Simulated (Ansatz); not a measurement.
ClF3MoS, SMILES `[F][Mo]([F])([F])(=[S])[Cl]`. The species carries charge 0 and has multiplicity 1. Correlated methods include outer-core shells of Mo, which these sets cover unevenly. Mo takes the def2 core potential.

Cartesian coordinates in Å:
```
F 1.429 -1.046 -0.497
Mo 0.033 0.047 -0.016
F 1.285 1.393 -0.085
F -0.825 1.136 1.190
S -1.115 0.179 -1.722
Cl -0.807 -1.708 1.131
```

Q: Give the diagnostics of a CCSD(T)/def2-TZVPP run (frozen core, Ansatz). (An estimate is asked.)

A: Computed: T1 = 0.0237, largest single amplitude 0.065, largest double 0.066, (T) share of the correlation energy 5.4 %, 15 CCSD cycles. The RHF solution is unstable towards an unrestricted one. T1 lies over the customary mark of 0.02 for closed shells; compounds of d metals often pass it without a breakdown.
